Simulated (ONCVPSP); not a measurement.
# I (Z = 53): ONCV pseudisation with Wu-Cohen, fully relativistic reference atom.

| Quantity | Value |
| --- | --- |
| Element | iodine |
| Generator | ONCVPSP 4.0.1 |
| Type | optimised norm-conserving Vanderbilt (ONCV) |
| Functional | Wu-Cohen |
| Relativity | fully relativistic |
| Frozen core | [Kr] 4d10 |
| Valence charge | 7 |
| Reference configuration | 5s2 5p4 (charge +1) |
| Partial waves | 5s: rc 1.75 bohr, ncon 4, nbas 9, qcut 3.2 1/bohr, local; 5p: rc 1.75 bohr, ncon 3, nbas 7, qcut 5 1/bohr, 2 projectors, debl 0.7 Ha |
| Local potential | the s channel |
| Core correction | Teter function, fcfact 1.75, rcfact 1.5 |

Open shells are filled in proportion to 2j + 1.

All-electron outer shells of the reference configuration (Wu-Cohen, scalar-relativistic, ld1.x):

| shell | level (eV) | outermost node (bohr) | outermost maximum (bohr) |
| --- | --- | --- | --- |
| 4p | -137.01 | 0.37 | 0.72 |
| 4d | -59.76 | 0.35 | 0.78 |
| 5s | -26.33 | 0.88 | 1.68 |
| 5p | -15.39 | 0.96 | 1.97 |

(1) Estimate the cutoffs (Ha) at which the residual kinetic energy of the hardest occupied pseudo-wave falls to 1 and 0.1 mHa per electron.

(2) Does the potential have ghost states?

(3) Which valence shell sets the plane-wave cutoff?

(4) Tests: 5s2 5p5; 5s2 5p3; 5s2 5p2; 5s1 5p5. Which has the largest error in its energy relative to the reference configuration, and how large is it?

Answers

(1) 45 Ha and 76 Ha.

(2) No bound ghost flagged; GHOST(+) flagged for p3/2 at 548.8 eV.

(3) 5s: 45 Ha for 1 mHa per electron, against 10 Ha for 5p.

(4) 5s2 5p2, with -44 meV (all-electron minus pseudo) on +49.39 eV.
